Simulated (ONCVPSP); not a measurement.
## nickel (Ni): what ONCVPSP 4.0.1 does with a changed input

Command:

```bash
oncvpsp.x < Ni.dat > Ni.out
```

Input:

```
# ATOM AND REFERENCE CONFIGURATION
# atsym  z   nc   nv     iexc    psfile
  Ni 28.00    3    4        4      upf
#
#   n    l    f
    1    0    2.00
    2    0    2.00
    2    1    6.00
    3    0    2.00
    3    1    6.00
    3    2    8.00
    4    0    2.00
#
# PSEUDOPOTENTIAL AND OPTIMIZATION
# lmax
    2
#
#   l,   rc,      ep,       ncon, nbas, qcut
    0    1.40    0.00    3    8   10.30
    1    0.75    0.00    4    7   11.60
    2    0.75    0.00    3    7   10.80
#
# LOCAL POTENTIAL
# lloc, lpopt,  rc(5),   dvloc0
    2    5    0.75    0.00
#
# VANDERBILT-KLEINMAN-BYLANDER PROJECTORs
# l, nproj, debl
    0    2    1.30
    1    2    3.70
    2    0    3.40
#
# MODEL CORE CHARGE
# icmod, fcfact, rcfact
    2    0.01    0.00
#
# LOG DERIVATIVE ANALYSIS
# epsh1, epsh2, depsh
   -6.00    5.00    0.04
#
# OUTPUT GRID
# rlmax, drl
    6.00    0.01
#
# TEST CONFIGURATIONS
# ncnf
    4
# nvcnf
#   n    l    f
    4
    3    0    2.00
    3    1    6.00
    3    2    8.00
    4    0    1.00
#
    4
    3    0    2.00
    3    1    6.00
    3    2    8.00
    4    0    0.00
#
    4
    3    0    2.00
    3    1    6.00
    3    2    7.00
    4    0    0.00
#
    4
    3    0    2.00
    3    1    6.00
    3    2    9.00
    4    0    1.00
#
```

This is an input that runs to its end, with one change: model core set to icmod 2, fcfact 0.01, rcfact 0.00.

How does the run end?

The program runs through. Ghost flags: none; the largest excitation error among the 4 tests with output is 39.7 meV, against 39.2 meV for the unchanged input.

```
   1   0  2.0000 -301.61056432
   2   0  2.0000  -35.87778085
   2   1  6.0000  -30.83974589
   3   0  2.0000   -3.89575397   -3.89393775    1.82D-03
   3   1  6.0000   -2.44273859   -2.44089910    1.84D-03
   3   2  9.0000   -0.17070397   -0.17074718   -4.32D-05
   4   0  1.0000   -0.16510629   -0.16503903    6.73D-05

    Total energies and differences
      AE_ref= -1.52053716D+03  AE_tst= -1.52059584D+03  dif= -5.87D-02
      PS_ref= -1.70017956D+02  PS_tst= -1.70076861D+02  dif= -5.89D-02
      PSP excitation error=  2.31D-04
```
